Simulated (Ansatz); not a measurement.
Born–Oppenheimer molecular dynamics of C2H10N2Si (15 atoms, charge 0, multiplicity 1). It starts from a relaxed structure.

All numbers below come from UKS PBE/STO-3G in Ansatz.

```
ensemble        : NVT, Langevin thermostat
time step       : 2.5 fs
steps asked     : 40
set temperature : 400 K
friction        : 0.001 /fs
seed            : 150198
```

First frame:

```xyz
15
Properties=species:S:1:pos:R:3
N -0.482 1.765 1.831
C -0.619 0.875 0.590
C 0.321 -0.362 0.713
Si 0.124 -1.618 -0.703
N 0.549 -1.023 -2.350
H -1.064 2.631 1.575
H 0.510 2.164 1.735
H -1.681 0.545 0.549
H -0.407 1.417 -0.368
H 1.370 -0.010 0.768
H 0.106 -0.865 1.675
H -1.268 -2.043 -0.754
H 0.990 -2.757 -0.429
H -0.012 -0.131 -2.510
H 1.541 -0.638 -2.292
```

(1) How far do the bonds stretch over the last three quarters of this one trajectory? (Pairs bonded in most of those frames.)

Results:

(1) 
```json
{"bond": "N1–C2", "mean (Å)": "1.544", "spread (Å)": "0.032", "shortest": "1.49", "longest": "1.61"}
{"bond": "N1–H6", "mean (Å)": "1.079", "spread (Å)": "0.022", "shortest": "1.04", "longest": "1.12"}
{"bond": "N1–H7", "mean (Å)": "1.077", "spread (Å)": "0.013", "shortest": "1.05", "longest": "1.10"}
{"bond": "C2–C3", "mean (Å)": "1.569", "spread (Å)": "0.024", "shortest": "1.53", "longest": "1.61"}
{"bond": "C2–H8", "mean (Å)": "1.121", "spread (Å)": "0.043", "shortest": "1.04", "longest": "1.18"}
{"bond": "C2–H9", "mean (Å)": "1.119", "spread (Å)": "0.034", "shortest": "1.06", "longest": "1.18"}
{"bond": "C3–Si4", "mean (Å)": "1.902", "spread (Å)": "0.029", "shortest": "1.85", "longest": "1.95"}
{"bond": "C3–H10", "mean (Å)": "1.111", "spread (Å)": "0.029", "shortest": "1.07", "longest": "1.15"}
{"bond": "C3–H11", "mean (Å)": "1.114", "spread (Å)": "0.031", "shortest": "1.06", "longest": "1.16"}
{"bond": "Si4–N5", "mean (Å)": "1.790", "spread (Å)": "0.030", "shortest": "1.74", "longest": "1.84"}
{"bond": "Si4–H12", "mean (Å)": "1.458", "spread (Å)": "0.024", "shortest": "1.42", "longest": "1.49"}
{"bond": "Si4–H13", "mean (Å)": "1.458", "spread (Å)": "0.007", "shortest": "1.44", "longest": "1.47"}
{"bond": "N5–H14", "mean (Å)": "1.073", "spread (Å)": "0.056", "shortest": "0.94", "longest": "1.21"}
{"bond": "N5–H15", "mean (Å)": "1.070", "spread (Å)": "0.038", "shortest": "1.00", "longest": "1.13"}
```

Mean temperature of the second half: 272 K. The mean temperature of the second half is 32 % below the set value. A step of 2.5 fs is long for free X–H stretches (periods near 10 fs) and can bias their spread and the temperature. A run of 0.1 ps of so small a system gives no equilibrium averages. Limits of this set-up: minimal basis.

Run time: 2 min on 1 thread of Intel(R) Xeon(R) Platinum 8488C (Sapphire Rapids) (shared host), peak memory 0.14 GiB.
